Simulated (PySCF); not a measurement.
A geometry optimisation on `CB(C)C1=CC2(C=C1)CCC2`.

Computed with PBE0-D3(BJ)/def2-SVP geometry optimisation, gas phase (PySCF 2.14.0). Start geometry: GFN2-xTB. The input is one job of a driver script: a line of settings, then coordinates in Å.

Input:
```
{"job": {"xc": "PBE0", "basis": "def2-SVP", "d3": "d3bj", "grid": 2, "kind": "geom"}, "charge": 0, "multiplicity": 1}
C      2.816391     1.137288    -1.134504
B      2.362128    -0.062475    -0.213015
C      3.451441    -0.990262     0.457644
C      0.860283    -0.330066     0.057684
C     -0.187006     0.485459    -0.208629
C     -1.472688    -0.115500     0.245376
C     -1.022532    -1.421494     0.809764
C      0.303716    -1.527771     0.701254
C     -2.617730    -0.127827    -0.802246
C     -3.374088     0.940598    -0.004298
C     -2.361308     0.792782     1.137081
H      3.722871     0.914138    -1.694097
H      3.054608     1.993100    -0.500879
H      2.058773     1.468685    -1.839727
H      3.481611    -1.945102    -0.069560
H      4.457741    -0.578754     0.424086
H      3.218839    -1.226473     1.494630
H     -0.145142     1.457327    -0.667138
H     -1.708563    -2.135199     1.229941
H      0.908390    -2.357886     1.020687
H     -2.311989     0.152462    -1.807560
H     -3.128153    -1.087568    -0.840954
H     -3.353502     1.921828    -0.474143
H     -4.403696     0.695184     0.248575
H     -2.751765     0.261311     2.001986
H     -1.879676     1.708833     1.471162
```

Output:
```
step   0  E = -414.11999405  max force = 0.011598
step   1  E = -414.12349529  max force = 0.001826
step   2  E = -414.12368549  max force = 0.000737
step   3  E = -414.12410665  max force = 0.002917
step   4  E = -414.12441524  max force = 0.004286
step   5  E = -414.12467893  max force = 0.004608
step   6  E = -414.12493433  max force = 0.001615
step   7  E = -414.12504441  max force = 0.001093
step   8  E = -414.12508220  max force = 0.001116
step   9  E = -414.12512489  max force = 0.000787
step  10  E = -414.12516680  max force = 0.000667
step  11  E = -414.12517994  max force = 0.000648
step  12  E = -414.12518968  max force = 0.000250
optimisation converged
```

Energies in Eh; «max force» is the largest Cartesian gradient component in Eh/bohr.

Q: How much energy does the optimisation release, in kJ/mol?

A: E(step 0) − E(last step) = 0.005196 Eh, which is 13.6 kJ/mol.

Summary of the converged run: final energy -414.12519 Eh after 12 steps; dipole 1.27 D.

Q: Give the final coordinates.

A: 0.321 Å rms from the input after alignment:
```
atom  x, y, z in Å
C1     2.5482    1.4434   -0.9044
B2     2.1800    0.1185   -0.1372
C3     3.3326   -0.8656    0.2973
C4     0.7021   -0.2462    0.1930
C5    -0.3943    0.4929   -0.1326
C6    -1.6499   -0.1617    0.3477
C7    -1.1391   -1.4023    1.0048
C8     0.2039   -1.4411    0.9120
C9    -2.7690   -0.2425   -0.7401
C10   -3.3665    1.0632   -0.1939
C11   -2.6065    0.8060    1.1162
H12    3.2852    1.2442   -1.7010
H13    3.0714    2.1074   -0.1906
H14    1.7076    2.0075   -1.3325
H15    3.2884   -1.7404   -0.3800
H16    4.3465   -0.4457    0.2204
H17    3.1875   -1.2730    1.3111
H18   -0.3876    1.4422   -0.6733
H19   -1.7883   -2.1416    1.4781
H20    0.8478   -2.2315    1.3033
H21   -2.4417   -0.2833   -1.7890
H22   -3.4230   -1.1039   -0.5391
H23   -2.9756    1.9437   -0.7259
H24   -4.4619    1.1486   -0.1460
H25   -3.2157    0.2358    1.8331
H26   -2.1422    1.6533    1.6411
```

The run took 12 min wall on one thread, Arm Neoverse N1 (aarch64) (shared host), and the process peaked at 1.1 GiB of memory.
Labels such as C1 count atoms from 1, the log's own numbers from 0.
